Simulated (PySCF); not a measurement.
Geometry:
```csv
atom,x (Å),y (Å),z (Å)
C1,-3.311,-0.867,0.181
C2,-2.489,0.376,0.477
C3,-0.989,0.131,0.390
C4,-0.175,1.367,0.709
O5,1.226,1.083,0.748
P6,2.037,0.923,-0.623
O7,1.391,1.533,-1.793
O8,3.521,1.395,-0.176
C9,4.453,0.328,-0.243
C10,3.620,-0.946,-0.105
O11,2.398,-0.657,-0.762
H12,-3.112,-1.662,0.918
H13,-4.390,-0.654,0.204
H14,-3.072,-1.274,-0.814
H15,-2.739,0.755,1.484
H16,-2.767,1.181,-0.225
H17,-0.691,-0.678,1.080
H18,-0.730,-0.209,-0.628
H19,-0.361,2.158,-0.035
H20,-0.422,1.759,1.707
H21,4.982,0.362,-1.210
H22,5.184,0.444,0.569
H23,3.427,-1.186,0.955
H24,4.088,-1.814,-0.589
```

Geometry: PBE0-D3(BJ)/def2-SVP; GIAO shifts from PySCF 2.14.0 with density-fitted response routines, gas phase, non-relativistic, averaged over equivalent atoms.

At wB97X-D/pcSseg-1 (259 basis functions, 86 s wall time on 1 thread of an Arm Neoverse V2, shared host):
```tsv
atoms	δ (ppm)
C4	69.7
C9/C10	66.5
C3	35.8
C2	20.4
C1	16.2
O7	139.5
O5	112.5
O8/O11	91.8
P6	13.8
H21/H24	3.99
H22/H23	3.93
H19/H20	3.91
H17/H18	1.51
H12/H13/H14	1.04
H15/H16	0.97
```

δ = σ(ref) − σ, references computed at the same level: 13C (184.54 ppm), 1H (31.38 ppm) vs TMS; H2O for 17O (333.19 ppm); 31P (307.18 ppm) against H3PO4.

Q: Predict the values at PBE0/pcSseg-1 on the same geometry.

A: 
```csv
atoms,δ at PBE0/pcSseg-1,change
C4,69.9,+0.2
C9/C10,66.6,+0.1
C3,36.4,+0.6
C2,20.9,+0.5
C1,16.1,-0.1
O7,143.7,+4.2
O5,117.5,+5.0
O8/O11,96.5,+4.7
P6,14.0,+0.2
H21/H24,4.03,+0.04
H22/H23,3.97,+0.04
H19/H20,3.94,+0.03
H17/H18,1.53,+0.02
H12/H13/H14,1.04,+0.00
H15/H16,1.01,+0.04
```

References, each an isolated molecule treated in the same way: 13C (184.41 ppm), 1H (31.27 ppm) against TMS; H2O for 17O (334.56 ppm); 31P (310.13 ppm) vs H3PO4.

The largest change is at O5 (oxygen bonded to C, P). Cost: 259 basis functions, 68 s wall time on 1 thread of an Arm Neoverse V2, shared host. The order of the carbon signals is the same at both levels.

Experimental scales use liquid or dissolved standards, which lie at an offset from isolated H2O (liquid H2O: subtract about 36 ppm) and H3PO4.
